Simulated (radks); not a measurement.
Values are calculated unless marked as measured or tabulated.
Effect of the nuclear size on neutral potassium, [Ar] 4s1. Level of theory: Dirac Kohn-Sham, exchange-only LDA, spin-unpolarised, spherical densities, finite nucleus; Fermi nuclear charge, rms radius 3.4349 fm (a radial shooting solver on a logarithmic mesh with Libxc functionals). The rms radius is varied about that value; shifts are against it.

rms radius (fm)	total energy shift (eV)	density at nucleus (e/bohr^3)	1s1/2 shift (meV)	2s1/2 shift (meV)
2.9574	-0.00606	5171	-2.56	-0.197
3.2906	-0.00193	5158	-0.813	-0.063
3.4349	0	5153	0.000	0.000
3.562	0.00176	5148	0.744	0.057
4.0394	0.00894	5133	3.77	0.290

Slopes of the eigenvalues against <r^2> in GHz/fm^2, as finite differences over the two radii next to the reference (eigenvalue slopes, not the field-shift constants of lines): 1s1/2 202, 2s1/2 15.6.
